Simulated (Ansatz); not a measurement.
Gas-phase electronic energies from Ansatz, PBE0-D4/def2-TZVP geometries. CBS: MP2 limit from def2 TZ/QZ plus the TZ coupled-cluster correction, frozen cores. This one scheme is used for every species. DFT in def2-TZVPP. HSE06 is defined as in plane-wave codes. One conformer a species, not always the lowest.

Consider the hydrogenolysis of the Si–N bond: `C=N[SiH2]F` + H₂ → `F[SiH3]` + `C=N`.

CCSD(T)/CBS gives +0.35 eV.

Q: Another level gave +0.26 eV. Which?
A. ωB97M-V/def2-TZVPP
B. BLYP-D4/def2-TZVPP
C. HSE06/def2-TZVPP
D. RPA@PBE/def2-TZVPP

A: D. RPA@PBE/def2-TZVPP 0.26, BLYP-D4 0.42, ωB97M-V 0.37, HSE06 0.30 eV.

Q: What do rigid-rotor, harmonic-oscillator terms from PBE0-D4/def2-TZVP frequencies (298.15 K, 1 bar) make of the CCSD(T)/CBS value? (Estimate.)

A: Ansatz gave: ΔZPE = +0.17 eV, ΔH = +0.49 eV, ΔS = 32 J/(mol·K), ΔG = +0.39 eV.

Largest T1 diagnostic among the species: 0.013.

In def2-TZVPP, CCSD(T) changes the Hartree–Fock value by +0.11 eV (the triples alone add +0.04 eV) and MP2 by +0.20 eV. At CCSD(T), def2-SVP lies −0.16 eV from the extrapolated value and def2-TZVPP −0.04 eV.
